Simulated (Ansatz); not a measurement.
C₂H₇BO₂S (`COB(S)OC`), charge 0, multiplicity 1.

(1) Give a relaxed structure at PBE0-D4/def2-TZVP (the Gaussian-basis code of Ansatz). (An estimate is asked.)

## Answers

(1) The calculation gave: 
```xyz
13

C    -0.874   -0.019   -1.943
O    -0.063    0.211   -0.811
B    -0.324   -0.359    0.393
S    -1.760   -1.470    0.616
O     0.483   -0.109    1.452
C     1.601    0.748    1.302
H    -1.901    0.314   -1.765
H    -0.456    0.549   -2.773
H    -0.887   -1.080   -2.208
H    -1.508   -1.698    1.913
H     2.101    0.801    2.269
H     2.298    0.360    0.555
H     1.290    1.751    1.000
```
Point group Cs.
This is one stationary point; other conformers may exist.
